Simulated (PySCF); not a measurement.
## Pt⁺: excitation energy

Pt⁺ [Xe] 4f14 5d9 (2D) → Pt⁺ [Xe] 4f14 5d8 6p1 (high-spin determinant), as a difference of total energies. Computed with PySCF 2.14 in aug-cc-pVQZ-PP with ECP60MDF (7s7p6d4f3g2h, 135 functions), with scalar relativity through the core potential. Correlated levels: valence: 5s2 5p6 frozen. The calculations carry no spin-orbit coupling.

```json
{"method": "UHF", "excitation energy (cm⁻¹)": "52569"}
{"method": "LDA", "excitation energy (cm⁻¹)": "62097"}
{"method": "PBE", "excitation energy (cm⁻¹)": "60197"}
{"method": "PBE0", "excitation energy (cm⁻¹)": "59851"}
{"method": "TPSS", "excitation energy (cm⁻¹)": "59029"}
{"method": "TPSSh", "excitation energy (cm⁻¹)": "59016"}
{"method": "BLYP", "excitation energy (cm⁻¹)": "59959"}
{"method": "MP2 (valence)", "excitation energy (cm⁻¹)": "62121"}
{"method": "SCS-MP2 (valence)", "excitation energy (cm⁻¹)": "62801"}
```

The determinant of the upper state mixes LS terms, which raises its energy above the lowest term, most at the Hartree-Fock and MP2 levels.
